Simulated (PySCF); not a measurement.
Molecular orbitals of NbC

ωB97X-V at R = 1.682 Å; basis Nb x2c-TZVPPall, C x2c-TZVPPall; spin-free X2C with a Gaussian nucleus; PySCF 2.14. State: ²Δ (doublet), unpaired electrons δ ↑. Only the outer orbitals are listed, counted within each symmetry.

```tsv
spin	orbital	occ.	ε (eV)	on Nb (%)	main shells (%)
α	4π	1	-39.65	100	100 Nb p
α	4π	1	-39.65	100	100 Nb p
α	9σ	1	-39.60	99	98 Nb p
α	10σ	1	-14.78	26	73 C s, 17 Nb d
α	5π	1	-8.01	58	55 Nb d, 42 C p
α	5π	1	-8.01	58	55 Nb d, 42 C p
α	11σ	1	-7.27	60	52 Nb d, 23 C p, 17 C s
α	2δ	1	-7.03	100	100 Nb d
α	12σ	0	-0.84	93	67 Nb s, 26 Nb p
α	6π	0	0.65	96	84 Nb p, 12 Nb d
α	6π	0	0.65	96	84 Nb p, 12 Nb d
β	9σ	1	-39.23	98	98 Nb p
β	4π	1	-38.62	100	100 Nb p
β	4π	1	-38.62	100	100 Nb p
β	10σ	1	-15.16	25	75 C s, 15 Nb d
β	5π	1	-7.93	51	49 Nb d, 48 C p
β	5π	1	-7.93	51	49 Nb d, 48 C p
β	11σ	1	-7.34	48	43 Nb d, 38 C p, 14 C s
β	12σ	0	-0.68	100	77 Nb s, 20 Nb p
β	6π	0	0.86	96	83 Nb p, 13 Nb d
β	6π	0	0.86	96	83 Nb p, 13 Nb d
```

Question: Which are the highest filled and the lowest empty level, where do they sit, and how wide is the gap?

Answer: Highest filled α 2δ at -7.03 eV (in %: 100 Nb d); lowest empty α 12σ at -0.84 eV (in %: 67 Nb s, 26 Nb p); the gap at ωB97X-V is 6.19 eV.

The bond order (Mayer) is 3.29, the ⟨S²⟩ is 0.835 and the charge on Nb (Mulliken, basis-dependent) is 0.37. The charge on Nb (Löwdin, basis-dependent) is 0.31 and the dipole moment (positive dipole means Nb(−)C(+)) is -6.91 D.

Spin–orbit coupling is left out. The state is the lowest single determinant that the PBE0 search found; with open d or f shells the true ground state can be another one.
